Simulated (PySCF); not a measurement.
C3H3F3. Atoms are numbered in the order given.

```xyz
9

F      1.6980    -0.0817    -0.8734
C      0.9545     0.2128     0.2102
C     -0.0893     1.3089     0.0814
C     -0.4886    -0.1159     0.1867
F     -0.9958    -0.7266    -0.8823
F     -1.0710    -0.5558     1.3062
H      1.4976     0.1133     1.1566
H     -0.2523     1.9750     0.9321
H     -0.1859     1.7533    -0.9131
```
Charge 0, spin multiplicity 1.

Geometry: PBE0-D3(BJ)/def2-SVP. The structure was generated by enumeration; whether it is a known compound was not checked.

Method: PBE/def2-TZVP run with PySCF.

ESP charges are fitted to the potential on shells at 1.4 to 2.0 van der Waals radii. Atomic charges (e):

| atom | Löwdin | IAO | Mulliken | ESP fit |
|---|---|---|---|---|
| F1 | 0.18 | -0.28 | -0.17 | -0.15 |
| C2 | -0.32 | (withheld) | 0.02 | 0.01 |
| C3 | -0.18 | -0.37 | -0.27 | -0.42 |
| C4 | -0.57 | 0.53 | 0.34 | 0.36 |
| F5 | 0.23 | (withheld) | -0.14 | -0.15 |
| F6 | 0.22 | (withheld) | -0.15 | -0.18 |
| H7 | 0.14 | 0.16 | 0.11 | 0.14 |
| H8 | 0.15 | (withheld) | 0.13 | 0.18 |
| H9 | 0.15 | (withheld) | 0.14 | 0.21 |

Question: What belongs in the gaps? (An estimate is asked for; the answer gives what the named calculation found.)

Answer: 
- C2, IAO: 0.11
- F5, IAO: -0.26
- F6, IAO: -0.27
- H8, IAO: 0.18
- H9, IAO: 0.18

Question: Give the Mayer and Wiberg (Löwdin basis) orders of the bonds. (An estimate is asked for; the answer gives what the named calculation found.)

Answer: 
| bond | Mayer | Wiberg |
|---|---|---|
| F1–C2 | 1.11 | 1.74 |
| C2–C3 | 0.91 | 1.22 |
| C2–C4 | 0.95 | 1.20 |
| C3–C4 | 0.97 | 1.25 |
| C4–F5 | 1.17 | 1.78 |
| C4–F6 | 1.14 | 1.76 |
| C2–H7 | 0.95 | 0.84 |
| C3–H8 | 0.91 | 0.86 |
| C3–H9 | 0.93 | 0.84 |
